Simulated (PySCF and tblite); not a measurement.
Results of a calculation; reference values are marked as such.
C₆H₁₁F, numbered as in [F:1][CH:2]1[CH2:3][CH2:4][CH2:5][CH2:6][CH2:7]1.

The ensemble was built from 150 distance-geometry starts (ETKDG and KDG, MMFF94s, GFN2-xTB) and rests on GFN2-xTB geometries. Energies: PBE0-D3(BJ)/pcSseg-1 (IEF-PCM, chloroform), with GFN2-xTB thermal terms (modes under about 100 cm⁻¹ blended into free rotors). Symmetry numbers and mirror images are counted. Conformers within 2.5 kcal/mol (GFN2-xTB free energy) were kept, 4 at most. Of two unlike H on one atom, a is the less shielded (PBE0/pcSseg-1 (IEF-PCM, chloroform)). Programs: PySCF with density fitting and tblite.

An NOE distance is ⟨r⁻⁶⟩^(−1/6) over all pairs of like atoms and, for the average, over conformers.

The 6-ring runs over atoms 2–3–4–5–6–7.

```json
{"conformer": "1", "shape": "6-ring chair (all substituents equatorial)", "weight %": "54.7"}
{"conformer": "2", "shape": "6-ring chair (F1 axial)", "weight %": "45.3"}
```

(1) Which H–H contacts under 3.5 Å would NOEs report (pairs on one atom left out) at 298.15 K?

(2) In a model where alignment follows shape alone (order matrix 0.002 × (3G/tr G − 1)/2, G the second moments of the atom positions; splitting J + 2D), what are the one-bond C–H dipolar couplings D?

Results:

(1) 
```json
{"pair": "H2 ··· H3a/H7a", "in 1 (Å)": "2.47", "in 2 (Å)": "2.46", "average (Å)": "2.47"}
{"pair": "H4b/H6b ··· H5a", "in 1 (Å)": "2.47", "in 2 (Å)": "2.49", "average (Å)": "2.48"}
{"pair": "H4a/H6a ··· H5b", "in 1 (Å)": "2.47", "in 2 (Å)": "2.48", "average (Å)": "2.48"}
{"pair": "H4a/H6a ··· H5a", "in 1 (Å)": "2.49", "in 2 (Å)": "3.05", "average (Å)": "2.66"}
{"pair": "H4b/H6b ··· H5b", "in 1 (Å)": "3.05", "in 2 (Å)": "2.49", "average (Å)": "2.70"}
{"pair": "H2 ··· H3b/H7b", "in 1 (Å)": "3.06", "in 2 (Å)": "2.50", "average (Å)": "2.71"}
{"pair": "H3b/H7b ··· H4a/H6a", "in 1 (Å)": "2.77", "in 2 (Å)": "2.74", "average (Å)": "2.75"}
{"pair": "H3a/H7a ··· H4b/H6b", "in 1 (Å)": "2.76", "in 2 (Å)": "2.77", "average (Å)": "2.76"}
{"pair": "H3b/H7b ··· H5b", "in 1 (Å)": "2.57", "in 2 (Å)": "4.29", "average (Å)": "2.83"}
{"pair": "H2 ··· H4b/H6b", "in 1 (Å)": "2.60", "in 2 (Å)": "4.30", "average (Å)": "2.86"}
{"pair": "H3a/H7a ··· H5a", "in 1 (Å)": "4.30", "in 2 (Å)": "2.58", "average (Å)": "2.92"}
{"pair": "H3a/H7a ··· H4a/H6a", "in 1 (Å)": "2.80", "in 2 (Å)": "3.33", "average (Å)": "2.96"}
{"pair": "H3b/H7b ··· H4b/H6b", "in 1 (Å)": "3.33", "in 2 (Å)": "2.79", "average (Å)": "3.01"}
```

Longer pairs under the limit may be missing.

(2) H2 5.2 Hz (12.6 in conformer 1), H3b/H7b 5.4 Hz (12.8 in conformer 1), H3a/H7a 3.4 Hz (-3.9 in conformer 1), H4b/H6b 5.1 Hz (12.8 in conformer 1), H4a/H6a 3.4 Hz (-3.8 in conformer 1), H5b 5.2 Hz (12.9 in conformer 1), H5a 2.7 Hz (-5.1 in conformer 1).
